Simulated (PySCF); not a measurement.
Species: C7H13B.
Structure used (PBE0-D3(BJ)/def2-SVP), in Å, numbered top down from 1:
```
atom  x, y, z in Å
C1    -2.278    0.700    0.225
C2    -1.233   -0.126    0.363
C3    -1.338   -1.404    1.144
C4     0.096    0.149   -0.273
B5     0.612   -0.770   -1.444
C6     2.172   -0.829   -1.341
C7     2.534    0.235   -0.295
C8     1.329    0.290    0.645
H9    -3.251    0.466    0.665
H10   -2.197    1.632   -0.341
H11   -2.354   -1.562    1.532
H12   -1.070   -2.270    0.514
H13   -0.644   -1.412    2.001
H14    0.016    1.102   -0.852
H15   -0.085   -1.322   -2.265
H16    2.331   -1.844   -0.910
H17    2.761   -0.813   -2.270
H18    2.654    1.212   -0.795
H19    3.479    0.037    0.236
H20    1.300    1.199    1.266
H21    1.368   -0.567    1.341
```

Linear response at wB97X-D/def2-SVPD (PySCF, frozen core in the response, non-relativistic). One conformer (not necessarily the lowest) at the PBE0-D3(BJ)/def2-SVP geometry, without solvent, vibrations or thermal averaging.

Static isotropic polarisability: 95.86 au (14.21 Å³), principal values 85.2, 87.5, 114.9 au.

Question: What is the polarisability at 1064 nm and at the sodium D line?

Answer: 96.68 au at 1064 nm (+0.9 %), 98.62 au at 589.3 nm (+2.9 %). The rise at 589.3 nm is 3.38 times that at 1064 nm; a pure ω² law gives 3.26. The lowest singlet lies at 235 nm, shorter than both wavelengths.

Question: What is the isotropic C6 coefficient between two such molecules, C6 = (3/π)∫α(iω)² dω?

Answer: 3774 au (Eh·bohr⁶) by a ten-point quadrature over imaginary frequencies, which is 2260 eV·Å⁶ or 218 J·nm⁶/mol.

Question: Which effective excitation energy ω̄ makes London's formula C6 = (3/4)α²ω̄ exact here?

Answer: ω̄ = 4·C6/(3α²) = 0.548 Eh = 14.9 eV. A one-pole form α(ω) = α/(1 − ω²/ω̄²) fitted to the 1064 nm value gives 12.7 eV. London's choice of the ionisation energy (8.73 eV, ΔSCF at the same level) gives C6 = 2210 au, 41 % too low.

Question: How many electrons N does the Slater–Kirkwood formula C6 = (3/4)·√N·α^(3/2) need to give this C6?

Answer: N = (4·C6/3)²/α³ = 28.7; the species has 60 electrons in all.

Question: The lowest 10 singlets have (eV, f): 5.28, 0.003; 6.31, 0.003; 6.72, 0.009; 6.89, 0.194; 7.07, 0.272; 7.60, 0.022; 7.61, 0.028; 7.79, 0.011; 7.84, 0.004; 7.93, 0.006. What share of the static polarisability do they carry in the sum over states α = Σ f/ω²?

Answer: 8.25 au, 8.6 % of α; the largest term, 4.03 au, is that of the state at 7.07 eV. Their oscillator strengths add up to 0.55. Higher states carry the rest.

Question: What three-body coefficient follows from the one-pole estimate C9 = (3/4)·α·C6?

Answer: 271000 au. This is an estimate from the two numbers above, not a computed integral.

Question: What does −C6/R⁶ come to at R = 12 Å between centres?

Answer: -73 J/mol. This is the leading, orientation-averaged term; C8 and higher terms are left out.

Question: What n − 1 at the D line would an ideal gas of it have at 273.15 K and 1 atm (2.6868 × 10¹⁹ cm⁻³), by n − 1 = 2π·N·α′?

Answer: 24.67 × 10⁻⁴, a formal value whether or not that pressure can be reached.

Note: wB97X-D ran without an empirical dispersion term, which enters the total energy and its gradient alone.
